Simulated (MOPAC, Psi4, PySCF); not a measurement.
Interaction energy of HBr ··· CH3F (SMILES Br and CF). Monomers: optimised at B3LYP-D3(BJ) (def2-TZVP), held rigid. Orientation: a random orientation, not optimised. R is the distance of the centres of mass, along which the second monomer moves.

Geometry at R = 3.86 Å (first 2 atoms: monomer A):
```
7

Br     0.7124     0.0000     0.0000
H     -0.7124     0.0000     0.0000
C     -0.7807     2.3203    -3.3549
F     -1.3720     1.7635    -2.2278
H      0.1426     1.7811    -3.5705
H     -1.4714     2.2320    -4.1946
H     -0.5642     3.3707    -3.1561
```

Methods: AM1, restricted, heats of formation (MOPAC); RKS-LDA (SVWN5)/6-31G* = PySCF with restricted LDA (SVWN5)/6-31G*, spherical d, no counterpoise correction; PM6, restricted, heats of formation (MOPAC); wB97X-D/def2-TZVP, counterpoise-corrected (Psi4).

Interaction energies in kJ/mol; the last columns give the difference from wB97X-D:

| R / Å | AM1 | RKS-LDA (SVWN5)/6-31G* | PM6 | wB97X-D/def2-TZVP | AM1 − wB97X-D/def2-TZVP | RKS-LDA (SVWN5)/6-31G* − wB97X-D/def2-TZVP | PM6 − wB97X-D/def2-TZVP |
|---|---|---|---|---|---|---|---|
| 3.26 | 11.67 | -13.92 | 5.03 | 4.60 | 7.08 | -18.52 | 0.43 |
| 3.45 | 2.24 | -14.17 | -0.38 | -0.94 | 3.19 | -13.22 | 0.57 |
| 3.65 | -1.26 | -12.36 | -1.78 | -3.37 | 2.11 | -8.99 | 1.59 |
| 3.86 | -2.12 | -9.79 | -2.13 | -4.11 | 1.99 | -5.68 | 1.98 |
| 4.08 | -2.17 | -7.21 | -2.31 | -4.04 | 1.88 | -3.17 | 1.73 |
| 4.25 | -2.08 | -5.55 | -2.28 | -3.76 | 1.68 | -1.79 | 1.48 |
| 4.55 | -1.88 | -3.47 | -1.96 | -3.13 | 1.26 | -0.34 | 1.17 |
| 4.87 | -1.64 | -2.22 | -1.58 | -2.48 | 0.84 | 0.26 | 0.91 |
| 5.39 | -1.27 | -1.32 | -1.13 | -1.66 | 0.39 | 0.34 | 0.53 |
| 6.04 | -0.91 | -0.88 | -0.79 | -1.05 | 0.14 | 0.17 | 0.27 |
| 7.07 | -0.56 | -0.54 | -0.48 | -0.59 | 0.03 | 0.05 | 0.11 |
| 8.37 | -0.33 | -0.33 | -0.29 | -0.32 | -0.01 | 0.00 | 0.04 |

AM1 is furthest from wB97X-D/def2-TZVP at 3.26 (7.08 kJ/mol, above); its mean absolute difference over the points is 1.72 kJ/mol.

RKS-LDA (SVWN5)/6-31G* is furthest from wB97X-D/def2-TZVP at 3.26 (-18.52 kJ/mol, below); its mean absolute difference over the points is 4.38 kJ/mol.

PM6 is furthest from wB97X-D/def2-TZVP at 3.86 (1.98 kJ/mol, above); its mean absolute difference over the points is 0.90 kJ/mol.
